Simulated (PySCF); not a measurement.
A structure optimised at B3LYP-D3(BJ)/def2-SVP, used in a PySCF frequency run:

```xyz
14

C     -0.8718    -1.1744     1.2332
C     -0.5827    -0.4299    -0.0772
C     -1.6173     0.6084    -0.4192
O     -1.8360     1.0302    -1.5290
Si     1.1168     0.4247    -0.0425
O      2.1722    -0.7515     0.5006
H     -0.9649    -0.4712     2.0777
H     -1.8106    -1.7481     1.1718
H     -0.0574    -1.8718     1.4740
H     -0.5191    -1.1221    -0.9354
H     -2.1769     1.0155     0.4682
H      1.0786     1.5906     0.8931
H      1.4668     0.9086    -1.4065
H      3.0896    -0.5009     0.6577
```
Charge 0, spin multiplicity 1.

Question: Write its SMILES and formula.

Answer: C[C@@H](C=O)[SiH2]O, C3H8O2Si

Question: What are its rotational constants (standard atomic weights)?

Answer: 4.5535, 1.8373, 1.4089 GHz
